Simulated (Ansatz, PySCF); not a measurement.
Gas-phase reaction in SMILES: NB(N)O -> [NH]B(N)O + H atom (the H-N bond at the site shown breaks; other sites are not compared here)
Structures are relaxed separately at B3LYP-D3(BJ)/def2-TZVP in Ansatz (a first-principles code), one conformer each, not searched for the lowest.

Property: bond dissociation energy (enthalpy at 298 K, with B3LYP-D3(BJ) rigid-rotor harmonic-oscillator terms from PySCF), in kJ/mol. Cores are frozen in the correlated levels unless marked. Open shells are spin-unrestricted. No spin-orbit coupling. No relativistic terms. CBS(X,Y): correlation extrapolated as X^-3; Hartree-Fock from the larger set.

| level | program | bond dissociation energy (kJ/mol) |
|---|---|---|
| revPBE-D3(BJ)/def2-TZVPD | Ansatz + dftd3 | ? |
| wB97X-V/def2-TZVPD | Ansatz | 463.8 |
| CCSD(T)/CBS(aug-cc-pVTZ,aug-cc-pVQZ) | Ansatz | ? |

### Question
Fill in the missing entries.

### Answer

- revPBE-D3(BJ)/def2-TZVPD, bond dissociation energy (kJ/mol): 442.2
- CCSD(T)/CBS(aug-cc-pVTZ,aug-cc-pVQZ), bond dissociation energy (kJ/mol): 474.1
